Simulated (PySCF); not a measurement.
Al(H)(OMe)(NH2), SMILES C[O][AlH][NH2] (CH₆AlNO), PBE0/def2-SVP optimised geometry.

```
10

Al     0.65     0.21     0.00
H      2.22     0.21     0.00
O     -0.14    -1.29     0.00
C     -1.39    -1.90    -0.01
H     -2.22    -1.19    -0.16
H     -1.45    -2.65    -0.82
H     -1.57    -2.43     0.94
N     -0.25     1.74     0.00
H      0.19     2.65    -0.01
H     -1.26     1.85     0.00
```

Density from PBE0/def2-TZVP (PySCF 2.14.0) at that geometry.

Minimum of the electron density along straight lines between bonded atoms, close to the bond critical point (lines longer than 1.1 times the sum of covalent radii, or with two minima, are not listed):

```json
[
 {"bond": "Al1–H2", "length / Å": "1.576", "ρ at the minimum / e bohr⁻³": "[?]", "∇²ρ there / e bohr⁻⁵": "0.21", "position (fraction from the first atom)": "0.51"},
 {"bond": "Al1–O3", "length / Å": "1.695", "ρ at the minimum / e bohr⁻³": "0.106", "∇²ρ there / e bohr⁻⁵": "0.80", "position (fraction from the first atom)": "0.43"},
 {"bond": "O3–C4", "length / Å": "1.382", "ρ at the minimum / e bohr⁻³": "0.271", "∇²ρ there / e bohr⁻⁵": "[?]", "position (fraction from the first atom)": "0.66"},
 {"bond": "C4–H5", "length / Å": "1.108", "ρ at the minimum / e bohr⁻³": "0.274", "∇²ρ there / e bohr⁻⁵": "-0.93", "position (fraction from the first atom)": "0.64"},
 {"bond": "C4–H6", "length / Å": "1.105", "ρ at the minimum / e bohr⁻³": "0.276", "∇²ρ there / e bohr⁻⁵": "-0.95", "position (fraction from the first atom)": "0.64"},
 {"bond": "C4–H7", "length / Å": "1.106", "ρ at the minimum / e bohr⁻³": "0.276", "∇²ρ there / e bohr⁻⁵": "-0.95", "position (fraction from the first atom)": "0.64"},
 {"bond": "Al1–N8", "length / Å": "1.771", "ρ at the minimum / e bohr⁻³": "0.103", "∇²ρ there / e bohr⁻⁵": "[?]", "position (fraction from the first atom)": "0.42"},
 {"bond": "N8–H9", "length / Å": "1.014", "ρ at the minimum / e bohr⁻³": "0.331", "∇²ρ there / e bohr⁻⁵": "-1.59", "position (fraction from the first atom)": "0.74"},
 {"bond": "N8–H10", "length / Å": "1.014", "ρ at the minimum / e bohr⁻³": "0.332", "∇²ρ there / e bohr⁻⁵": "-1.59", "position (fraction from the first atom)": "0.74"}
]
```

Problem. Fill in the missing entries.

Solution. 
- Al1–H2, ρ at the minimum / e bohr⁻³: 0.084
- O3–C4, ∇²ρ there / e bohr⁻⁵: -0.49
- Al1–N8, ∇²ρ there / e bohr⁻⁵: 0.60
